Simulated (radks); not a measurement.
Results of a calculation; reference values are marked as such.
Excited configurations of the tantalum ion Ta17+: one electron is placed in a higher orbital outside [Kr] 4d10 4f9. The ground configuration is [Kr] 4d10 4f10. Code: a radial shooting solver on a logarithmic mesh with Libxc functionals. Model: Dirac Kohn-Sham, PBE, spin-unpolarised, spherical densities, finite nucleus; open shells fill j = l - 1/2 first; Fermi nuclear charge, rms radius 5.3507 fm. Excitation = E - E(ground); binding = E(ion) - E, where the ion is the core of charge +18; n* = 18/sqrt(2 binding) in atomic units. These energies are relativistic, and a one-electron ion of charge +18 with no core already has n* below n in this formula (Dirac formula, point nucleus: 5p1/2 4.993, 5d3/2 4.997, 5f5/2 4.998, 6s1/2 5.992, 6p1/2 5.992, 6d3/2 5.997, 6f5/2 5.998, 7s1/2 6.992, 7p1/2 6.992, 7d3/2 6.997, 7f5/2 6.998). The quantum defect is therefore taken as that value minus n*, so that it holds no relativistic shift of the bare ion.

| outer orbital | excitation (eV) | binding (eV) | n* | quantum defect | eigenvalue (eV) | <r> (bohr) |
|---|---|---|---|---|---|---|
| 5p1/2 | 40.322 | 378.40 | 3.413 | 1.579 | -366.61 | 0.9553 |
| 5d3/2 | 115.06 | 303.66 | 3.810 | 1.187 | -293.29 | 1.085 |
| 5f5/2 | 184.89 | 233.83 | 4.342 | 0.656 | -224.90 | 1.245 |
| 6s1/2 | 179.61 | 239.11 | 4.294 | 1.699 | -232.83 | 1.562 |
| 6p1/2 | 196.03 | 222.69 | 4.449 | 1.543 | -216.71 | 1.627 |
| 6d3/2 | 230.65 | 188.07 | 4.841 | 1.155 | -182.89 | 1.825 |
| 6f5/2 | 264.31 | 154.41 | 5.343 | 0.655 | -149.78 | 2.064 |
| 7s1/2 | 261.46 | 157.26 | 5.294 | 1.698 | -153.24 | 2.361 |
| 7p1/2 | 270.47 | 148.25 | 5.453 | 1.539 | -144.38 | 2.453 |
| 7d3/2 | 289.80 | 128.92 | 5.848 | 1.149 | -125.46 | 2.717 |
| 7f5/2 | 309.05 | 109.67 | 6.340 | 0.658 | -106.69 | 3.037 |

The Delta-SCF ionisation energy is 418.72 eV (NIST Atomic Spectra Database: 439 eV, theoretical). Self-interaction in the functional shifts the binding energies and quantum defects, so they are the method's values and not measured ones. Spin polarisation and multiplet splitting are left out, so open shells lie too high by an amount that depends on their filling.

Beside tabulated values, note that spin-unpolarised runs miss the spin-polarisation part of the exchange energy of open shells.
